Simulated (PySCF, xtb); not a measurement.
FGeH₃Zn, SMILES [Zn]([GeH3])[F].

GFN2-xTB run with xtb at its own geometry gives an orbital gap of 4.64 eV and a dipole moment of 3.48 D.

Geometry optimised at PBE0-D3(BJ)/def2-SVP. The structure was generated by enumeration; whether it is a known compound was not checked.

### Question
What does M06-2X/def2-TZVPD (PySCF) give? (The exact figures need the calculation; the answer reports its results.)

### Answer
gap 8.77 eV (levels -9.34 and -0.57 eV), dipole 2.43 D.
